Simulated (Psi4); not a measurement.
C$_{8}$H$_{9}$ (SMILES [CH2]c1ccc(C)cc1), doublet, at a GFN2-xTB geometry; CAM-B3LYP/def2-SV(P) (Psi4).

Psi4 was given this input:
```
memory 2 GB

molecule {
0 2
C    -2.86940762    0.04230958    0.04061680
C    -1.49251200    0.02059238    0.02077269
C    -0.76964542   -1.10670664   -0.46122192
C     0.60065833   -1.11868845   -0.47556411
C     1.34045314   -0.02581735   -0.01768787
C     2.83523812   -0.03240613   -0.04110719
C     0.64717806    1.09259535    0.45923992
C    -0.72087053    1.12517956    0.48211883
H    -3.44548796   -0.79521068   -0.30925238
H    -3.40864576    0.89741059    0.40629066
H    -1.32637261   -1.96090267   -0.81821381
H     1.12443398   -1.98904985   -0.84687777
H     3.21858061   -1.01579588   -0.30197407
H     3.23522463    0.25477780    0.93086154
H     3.20460889    0.68682114   -0.77355242
H     1.21174650    1.94351087    0.81542914
H    -1.24064055    1.99608895    0.85428617
}

set {
  basis def2-sv(p)
  reference uks
  scf_type dfdirj+cosx
}

energy('cam-b3lyp')
print_variables()
```

What the program printed (banner, timings and long lists left out):

```
   => Loading Basis Set <=

    Name: DEF2-SV(P)
    Role: ORBITAL
    Keyword: BASIS

Traceback (most recent call last):
  File "psi4", line 375, in <module>
  File "<string>", line 39, in <module>
  File "site-packages/psi4/driver/driver.py", line 533, in energy
  File "site-packages/psi4/driver/procrouting/proc.py", line 2760, in run_scf
  File "site-packages/psi4/driver/procrouting/proc.py", line 1939, in scf_helper
  File "site-packages/psi4/driver/procrouting/proc.py", line 1433, in scf_wavefunction_factory
  File "site-packages/psi4/driver/procrouting/proc.py", line 1397, in build_functional_and_disp
  File "site-packages/psi4/driver/procrouting/dft/superfunctionals.py", line 135, in build_superfunctional

psi4.driver.p4util.exceptions.ValidationError: SCF: SCF_TYPE (DFDIRJ+COSX) not supported for range-separated functionals, plese use SCF_TYPE = 'DF' to automatically select the correct JK build.

Printing out the relevant lines from the Psithon --> Python processed input file:
    """)
    core.IO.set_default_namespace("")
    core.set_global_option("BASIS", "def2-sv(p)")
    core.set_global_option("REFERENCE", "uks")
    core.set_global_option("SCF_TYPE", "dfdirj+cosx")
--> energy('cam-b3lyp')
    print_variables()

!----------------------------------------------------------------------------------!
!                                                                                  !
!  SCF: SCF_TYPE (DFDIRJ+COSX) not supported for range-separated functionals,      !
!     plese use SCF_TYPE = 'DF' to automatically select the correct JK build.      !
!                                                                                  !
!----------------------------------------------------------------------------------!
```

The program refused the input.
